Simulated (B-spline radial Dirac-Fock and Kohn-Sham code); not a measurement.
## Ca⁸⁺: photoemission with 1900 eV photons

System: the Ca⁸⁺ ion, 1s2 2s2 2p6 3s2.

Level of theory: Dirac-Hartree-Slater photoionisation with all multipoles and Dirac-Fock thresholds; a B-spline atomic structure program. The asymmetry parameter β is from the dipole term alone. Kinetic energies are from the vacuum level.

```tsv
subshell	electrons	binding (eV)	kinetic (eV)	σ (kb)	β
L1 (2s)	2	619.5	1280.5	?	?
L2 (2p1/2)	2	530.6	1369.4	11.6	1.26
L3 (2p3/2)	4	527.0	1373.0	22.5	1.27
M1 (3s)	2	186.2	1713.8	4.09	2.00
```

Question: What are σ and β for L1 (2s)?

Answer: σ = 22.5 kb, the largest of all subshells and 37 % of the total, and β = 2.00.

Values without a named source are computed, but for edge energies of neutral atoms, which are taken from tables.
